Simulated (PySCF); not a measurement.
Si(OH)2(OMe)2, SMILES CO[Si](O)(O)OC (C₂H₈O₄Si) (GFN2-xTB optimised geometry):

```
15

C     -0.385    -0.371     2.593
O     -0.846    -0.457     1.270
Si    -0.361     0.428     0.000
O     -0.821     1.989     0.000
O      1.266     0.428     0.000
O     -1.076    -0.221    -1.303
C     -1.082    -1.573    -1.678
H     -0.647     0.596     3.028
H     -0.864    -1.169     3.160
H      0.699    -0.491     2.629
H     -1.726     2.196    -0.212
H      1.726     1.084    -0.518
H     -1.746    -1.672    -2.537
H     -0.076    -1.898    -1.953
H     -1.442    -2.196    -0.859
```

Computed with CAM-B3LYP/def2-TZVP run with PySCF 2.14.0.

Task: What are the frontier orbital energies and the dipole moment?

Result: HOMO-2 -10.30 eV, HOMO-1 -9.81 eV, HOMO -9.68 eV, LUMO 1.54 eV, LUMO+1 2.45 eV; dipole moment 0.24 D.

On the same geometry PySCF 2.14.0 with PBE/def2-TZVP gives HOMO-2 -7.17 eV, HOMO-1 -6.68 eV, HOMO -6.57 eV, LUMO -0.15 eV, LUMO+1 0.80 eV; dipole moment 0.25 D.

Meta-Löwdin charges at CAM-B3LYP/def2-TZVP: C1 -0.10, O2 -0.64, Si3 1.63, O4 -0.77, O5 -0.77, O6 -0.64, C7 -0.10, H8 0.11, H9 0.12, H10 0.11, H11 0.36, H12 0.36, H13 0.12, H14 0.10, H15 0.11.
